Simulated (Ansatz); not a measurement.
```yaml
crystal:
  periodic: [true, true, true]
  atoms:
    - {symbol: S, position_ang: [-1.797810, 0.784650, -0.105969]}
    - {symbol: B, position_ang: [-0.137922, 0.978570, -0.443012]}
    - {symbol: Si, position_ang: [1.104654, -0.609941, -0.036878]}
    - {symbol: Se, position_ang: [-0.160283, -2.487821, 0.428772]}
    - {symbol: H, position_ang: [-2.244877, 2.245939, -0.327895]}
    - {symbol: H, position_ang: [0.642102, 2.093735, -0.734218]}
    - {symbol: H, position_ang: [2.346809, -0.024078, 0.504001]}
    - {symbol: H, position_ang: [1.486829, -1.020498, -1.525920]}
    - {symbol: H, position_ang: [-0.889799, -1.869041, 1.806053]}
basis:
  gaussian: {orbitals: def2-mTZVP}
hamiltonian: {xc: {name: HF}}
correlation: {method: rpa, electrons: outside_noble_gas}
```

```sh
$ ansatz run in.yaml --threads 4 --pin off --events-out ev --progress --plain --max-ram 10444MiB
```

Output, abridged:

```
Error: YAML parse error: error: line 2 column 3: crystal: missing field `lattice` (a structure is typed as `lattice` and `atoms`, a molecule's as `atoms` in Å alone, or read from a run's directory, `checkpoint`)
 --> <input>:2:3
1 | crystal:
2 |   periodic: [true, true, true]
3 |   atoms:
4 |     - {symbol: S, position_ang: [-1.797810, 0.784650, -0.105969]}
```

**Question.** What is wrong with this run?

**Answer.** The molecule is marked periodic without a cell. The program refused the input.
